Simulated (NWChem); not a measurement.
Molecule: CH5ClGeO; SMILES C[O][GeH2][Cl]

```xyz
9

Ge     0.6848    -0.0301    -0.0058
Cl    -0.7547    -1.6831    -0.0119
O     -0.1039     1.4575    -0.5861
C     -1.1602     2.0282     0.1823
H      1.7808    -0.3459    -1.0331
H      1.1381     0.1290     1.4631
H     -2.0546     1.3926     0.1706
H     -0.8624     2.2041     1.2262
H     -1.4084     2.9913    -0.2738
```
Atoms are numbered in this order, from 1.

Level: B3LYP/6-31G* (spherical d) (NWChem), optimised geometry, unscaled harmonic frequencies. 

```json
[
 {"frequency (cm⁻¹)": "77", "IR intensity (km/mol)": "4.2"},
 {"frequency (cm⁻¹)": "119", "IR intensity (km/mol)": "0.5"},
 {"frequency (cm⁻¹)": "188", "IR intensity (km/mol)": "9.7"},
 {"frequency (cm⁻¹)": "259", "IR intensity (km/mol)": "6.3"},
 {"frequency (cm⁻¹)": "399", "IR intensity (km/mol)": "64.5"},
 {"frequency (cm⁻¹)": "536", "IR intensity (km/mol)": "31.2"},
 {"frequency (cm⁻¹)": "631", "IR intensity (km/mol)": "45.8"},
 {"frequency (cm⁻¹)": "671", "IR intensity (km/mol)": "22.7"},
 {"frequency (cm⁻¹)": "777", "IR intensity (km/mol)": "139.7"},
 {"frequency (cm⁻¹)": "834", "IR intensity (km/mol)": "86.5"},
 {"frequency (cm⁻¹)": "1091", "IR intensity (km/mol)": "171.3"},
 {"frequency (cm⁻¹)": "1186", "IR intensity (km/mol)": "0.6"},
 {"frequency (cm⁻¹)": "1209", "IR intensity (km/mol)": "4.9"},
 {"frequency (cm⁻¹)": "1507", "IR intensity (km/mol)": "12.6"},
 {"frequency (cm⁻¹)": "1525", "IR intensity (km/mol)": "4.0"},
 {"frequency (cm⁻¹)": "1533", "IR intensity (km/mol)": "7.8"},
 {"frequency (cm⁻¹)": "2124", "IR intensity (km/mol)": "92.8"},
 {"frequency (cm⁻¹)": "2183", "IR intensity (km/mol)": "94.3"},
 {"frequency (cm⁻¹)": "3017", "IR intensity (km/mol)": "58.1"},
 {"frequency (cm⁻¹)": "3082", "IR intensity (km/mol)": "38.9"},
 {"frequency (cm⁻¹)": "3125", "IR intensity (km/mol)": "29.2"}
]
```

```
Quantity                                                                           Result
-----------------------------------------------------------------------  ----------------
zero-point energy                                                           37.3 kcal/mol
thermal correction to the enthalpy at 298.15 K (with zero-point energy)     41.8 kcal/mol
heat capacity Cv                                                         20.2 cal/(mol K)
entropy at 298.15 K and 1 atm (symmetry number 1)                        81.6 cal/(mol K)
dipole moment                                                                      2.04 D
```

Rigid rotor and harmonic oscillator; modes under 100 cm⁻¹ make the entropy uncertain.
